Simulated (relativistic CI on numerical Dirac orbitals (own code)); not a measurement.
**L2,3 absorption of iron in several valence states**

Computed multiplet spectra 2p⁶3dⁿ → 2p⁵3dⁿ⁺¹ (Dirac-Coulomb-Breit ions, Slater integrals scaled by 0.7, an assumed crystal field that grows with the charge, no charge transfer; 300 K; Lorentzian 0.4 eV and Gaussian 0.3 eV FWHM at both edges, so that L2 comes out sharper than in experiment). Peaks over 5 % are given in eV from the highest peak in the L3 region of each spectrum (height, largest 100). S of the lowest state is read from ⟨S²⟩, and the branching ratio is the share of L3, cut at the minimum between the edges.

Field parameters in Wybourne normalisation: Td as Oh with Dq negative (B⁴₀ = 21Dq, B⁴₄ = √(5/14) B⁴₀). The field is a parameter set, without covalency.

- Fe2+ (d6, Td, 10Dq = -7700 cm⁻¹): S = 2.00, high spin, branching ratio 0.74; peaks -2.2 (14), 0.0 (100), 1.1 (53), 2.4 (28), 3.7 (11), 10.9 (12), 11.9 (30), 12.7 (31), 13.2 (30), 15.1 (10)
- Fe3+ (d5, Td, 10Dq = -10000 cm⁻¹): S = 2.50, high spin, branching ratio 0.75; peaks -2.1 (16), 0.0 (100), 1.0 (37), 2.8 (8), 3.6 (11), 11.3 (11), 12.7 (16), 13.4 (19), 14.1 (23)
- Fe4+ (d4, Td, 10Dq = -12200 cm⁻¹): S = 1.99, high spin, branching ratio 0.70; peaks -2.8 (19), -2.0 (23), 0.0 (100), 0.6 (95), 2.6 (45), 8.3 (22), 9.7 (20), 10.5 (19), 13.4 (36), 14.4 (23), 15.4 (11)
- Fe5+ (d3, Td, 10Dq = -14450 cm⁻¹): S = 1.49, branching ratio 0.65; peaks -2.7 (15), -1.7 (24), 0.0 (100), 2.1 (48), 3.8 (18), 9.0 (24), 10.7 (38), 12.6 (32), 13.3 (37)

The centroid of the whole edge, which also moves with the branching ratio, lies at 713.4 (Fe2+), 716.1 (Fe3+), 719.7 (Fe4+), 724.6 (Fe5+) eV in this ionic model, in steps of 2.7 to 4.9 eV. Compounds show about 1 to 2 eV a unit and lower energies for the high valences, since ligands screen the charge. The multiplet shape follows the d count and the spin state, and so serves as a fingerprint of valence.
